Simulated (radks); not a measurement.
Kr1.1+, configuration [Ar] 3d10 4s2 4p(up 3, down 1.9) (fractional occupations, a model configuration).

Calculated with a radial shooting solver on a logarithmic mesh with Libxc functionals: scalar-relativistic Kohn-Sham, PBE, spin-polarised, spherical densities, point nucleus.

Energy parts (hartree):
part                       energy
total                 -2789.67615
kinetic                2853.54564
electron-nucleus      -6712.41017
Hartree                1165.26902
exchange-correlation    -96.08065

Orbitals (lengths in bohr, moments of r in powers of bohr; r(90%) holds 90 % of the orbital's charge):
orbital  occ.  eigenvalue (hartree)       <r^4>  r(90%)      <r>
1s up       1             -520.8131  0.00001386  0.0742  0.04149
1s down     1             -520.8100  0.00001386  0.0742  0.04149
2s up       1             -69.00622    0.002724   0.284   0.1835
2s down     1             -69.00447    0.002723   0.284   0.1835
2p up       3             -61.06927    0.001970   0.261   0.1601
2p down     3             -61.06628    0.001970   0.261   0.1601
3s up       1             -10.18664      0.1653   0.788   0.5303
3s down     1             -10.18272      0.1651   0.788   0.5302
3p up       3              -7.65920      0.1969   0.824   0.5405
3p down     3              -7.65480      0.1964   0.823   0.5404
3d up       5              -3.47749      0.3085   0.910   0.5557
3d down     5              -3.47210      0.3053   0.908   0.5550
4s up       1              -1.30845       11.26    2.26    1.534
4s down     1              -1.27167       11.39    2.27    1.534
4p up       3              -0.77518       24.04    2.73    1.813
4p down   1.9              -0.73933       25.15    2.76    1.825

The highest occupied level is 4p down at -20.118 eV. The density falls to 0.001 e/bohr^3 at r = 3.70 bohr.
